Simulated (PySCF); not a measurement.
**`Br/C1=C\CCCCCC1`, C8H13Br**

Molfile (atoms numbered from 1):
```
C8H13Br
     RDKit          3D

 22 22  0  0  0  0  0  0  0  0999 V2000
    0.5753    1.3592   -1.7977 Br  0  0  0  0  0  0  0  0  0  0  0  0
    0.5556    0.8033    0.0271 C   0  0  0  0  0  0  0  0  0  0  0  0
    1.5246    0.0352    0.5356 C   0  0  0  0  0  0  0  0  0  0  0  0
    2.3970   -0.8830   -0.2367 C   0  0  0  0  0  0  0  0  0  0  0  0
    1.6221   -2.2222   -0.2856 C   0  0  0  0  0  0  0  0  0  0  0  0
    0.1381   -2.1226   -0.6832 C   0  0  0  0  0  0  0  0  0  0  0  0
   -0.8888   -1.6906    0.4000 C   0  0  0  0  0  0  0  0  0  0  0  0
   -1.5945   -0.3330    0.2431 C   0  0  0  0  0  0  0  0  0  0  0  0
   -0.7773    0.9007    0.6851 C   0  0  0  0  0  0  0  0  0  0  0  0
    1.4015   -0.2043    1.5999 H   0  0  0  0  0  0  0  0  0  0  0  0
    3.3841   -1.0386    0.2261 H   0  0  0  0  0  0  0  0  0  0  0  0
    2.5573   -0.5008   -1.2561 H   0  0  0  0  0  0  0  0  0  0  0  0
    1.6930   -2.7135    0.7015 H   0  0  0  0  0  0  0  0  0  0  0  0
    2.1380   -2.8948   -0.9915 H   0  0  0  0  0  0  0  0  0  0  0  0
   -0.1557   -3.1240   -1.0368 H   0  0  0  0  0  0  0  0  0  0  0  0
    0.0438   -1.4692   -1.5666 H   0  0  0  0  0  0  0  0  0  0  0  0
   -0.4216   -1.7446    1.3994 H   0  0  0  0  0  0  0  0  0  0  0  0
   -1.6864   -2.4508    0.4243 H   0  0  0  0  0  0  0  0  0  0  0  0
   -1.8896   -0.2002   -0.8119 H   0  0  0  0  0  0  0  0  0  0  0  0
   -2.5338   -0.3475    0.8209 H   0  0  0  0  0  0  0  0  0  0  0  0
   -0.6286    0.8693    1.7779 H   0  0  0  0  0  0  0  0  0  0  0  0
   -1.3161    1.8293    0.4441 H   0  0  0  0  0  0  0  0  0  0  0  0
  1  2  1  0
  2  3  2  0
  3  4  1  0
  4  5  1  0
  5  6  1  0
  6  7  1  0
  7  8  1  0
  8  9  1  0
  9  2  1  0
  3 10  1  0
  4 11  1  0
  4 12  1  0
  5 13  1  0
  5 14  1  0
  6 15  1  0
  6 16  1  0
  7 17  1  0
  7 18  1  0
  8 19  1  0
  8 20  1  0
  9 21  1  0
  9 22  1  0
M  END
```

Method: TDDFT CAM-B3LYP/def2-SVPD circular dichroism and optical rotation, one conformer, gas phase (PySCF 2.14.0). Geometry: PBE0-D3(BJ)/def2-SVP.

The calculation is non-relativistic, which matters for the atoms heavier than Zn. No stereocentre is labelled: unless the shape is locked (an allene, a helicene, a hindered biaryl), the mirror image is equally populated and a measured rotation or CD is zero.

(1) Draw the ECD and absorption spectra from the lowest 12 states, each a Gaussian of half-width 0.2 eV at 1/e height.

## Answers

(1) 
```
E (eV)  λ (nm)  Δε (L mol⁻¹ cm⁻¹)  ε (L mol⁻¹ cm⁻¹)
  4.90     253              +0.02              1.24
  5.05     245              +0.42                30
  5.20     238              +3.26               236
  5.35     232              +8.34               605
  5.50     225              +7.07               570
  5.65     219              +4.77              1420
  5.80     214             +17.48              7690
  5.95     208             +33.49             14900
  6.10     203             +21.01              9320
  6.25     198              +4.15              1910
  6.40     194              -0.83               211
  6.55     189              -3.67               320
  6.70     185              -7.69              1010
  6.85     181             -18.37              3250
  7.00     177             -29.56              5560
  7.15     173             -21.01              4370
  7.30     170             -16.41              3240
  7.45     166             -17.52              3300
  7.60     163             -21.57              4120
```
Δε uses R in velocity form, ε uses f in length form. Only the states computed contribute, so the short-wavelength end is incomplete.
